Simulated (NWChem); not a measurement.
Species: CH2NO, doublet; SMILES [NH]C=O

```xyz
5

N      0.1653    -1.1359    -0.0373
C     -0.4519     0.0440     0.0306
O      0.2451     1.0872    -0.0194
H      1.1597    -1.0846     0.2526
H     -1.5664     0.0741    -0.0199
```
Atoms are numbered in this order, from 1.

All runs: NWChem. Spin-unrestricted. Coordinates come from a PBE-D3(BJ)/def2-SVP, spin-unrestricted optimisation. No stability test was run on the SCF state. Level PBE/def2-SVPD: single points from the atomic guess with DIIS by default; each run changes one setting, and all converged runs end within 0.3 mHa of each other. cgmin counts macro-iterations, each dearer than a DIIS step.

**Question.** Which setting needs the most SCF iterations, or fails (no level shifting; quadratically convergent solver (cgmin); DIIS on 3 Fock matrices; level shift of 0.5 Ha throughout; defaults; DIIS on 20 Fock matrices)?

**Answer.** level shift of 0.5 Ha throughout, with 74 against 13 for the defaults.
```
setting                                  SCF iterations
---------------------------------------  --------------
defaults                                             13
DIIS on 20 Fock matrices                             11
level shift of 0.5 Ha throughout                     74
no level shifting                                    13
DIIS on 3 Fock matrices                              17
quadratically convergent solver (cgmin)               8
```
